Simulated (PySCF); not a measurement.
Species: As2H4.
Bonds: As1–As2. Hydrogens: H3, H4 on As1; H5, H6 on As2.

Computed, not measured: PySCF 2.14.0, density-fitted response routines, TDDFT CAM-B3LYP/def2-SVPD, vertical, gas phase, core orbitals frozen in the response. The structure is a single PBE0-D3(BJ)/def2-SVP conformer in the gas phase; no vibrational or solvent corrections. Relativistic effects, spin–orbit coupling among them, are left out although an element past zinc is present.

Broadening: Gaussians 0.4 eV wide at half height, area fixed by f = 4.319×10⁻⁹ ∫ε dν̃. The cross-section is σ = 3.8235×10⁻²¹ ε cm², given in Mb (10⁻¹⁸ cm²). The width is an assumption, not a result. The curve ends short of the highest state used, and states not computed would add to its high-energy end.

```csv
E (eV),σ (Mb)
4.85,0.14
4.91,0.46
4.96,1.12
5.02,2.92
5.08,6.69
5.14,13.54
5.20,24.18
5.25,35.64
5.31,50.64
5.37,63.51
5.43,70.30
5.49,68.70
5.54,61.27
5.60,47.63
5.66,32.68
5.72,19.80
5.78,10.61
5.83,5.77
5.89,2.60
5.95,1.33
6.01,1.22
6.07,1.86
6.12,2.82
6.18,4.29
6.24,5.80
6.30,6.94
6.36,7.32
6.41,6.97
6.47,5.86
6.53,4.40
6.59,3.03
6.65,2.20
6.70,2.18
6.76,3.27
6.82,5.91
6.88,10.31
6.94,16.18
6.99,21.52
7.05,27.15
7.11,30.63
7.17,31.65
7.23,31.75
7.28,33.51
7.34,41.19
```

(1) Where are the band maxima, and which computed states make them?

(2) Coming from long wavelengths, where does ε first pass 100 L mol⁻¹ cm⁻¹?

(3) On this curve, what absorbance would a 10⁻³ mol/L sample give at 254 nm over a 1 cm path?

## Answers

(1) 228 nm (5.45 eV), ε about 19000, made up of S1 (100%); 195 nm (6.36 eV), ε about 1900, made up of S4 (100%); 173 nm (7.18 eV), ε about 8300, made up of S5 (91%) (hardly more than a shoulder) (ε in L mol⁻¹ cm⁻¹; maxima over ε = 5, shares over 10%). At its high-energy end, 7.34 eV, the curve is still rising (ε about 11000, from S5 and S7). The states used: S1 5.45 eV (f 0.274); S2 5.74 eV (f 0.0000); S3 6.14 eV (f 0.0000); S4 6.36 eV (f 0.028); S5 7.13 eV (f 0.116); S6 7.15 eV (f 0.0000); S7 7.65 eV (f 0.580); S8 7.73 eV (f 0.0000); S9 7.79 eV (f 0.024); S10 7.94 eV (f 0.0000).

(2) At about 253 nm (4.90 eV), 0.55 eV below S1.

(3) 254 nm is 4.881 eV, where ε is about 70 L mol⁻¹ cm⁻¹, so A = ε c l ≈ 0.07 (Beer–Lambert, with the gas-phase spectrum and the assumed width).

Time: 7.5 s of wall time. Hardware: an Arm Neoverse V2 with one thread, no GPU, on a shared host.
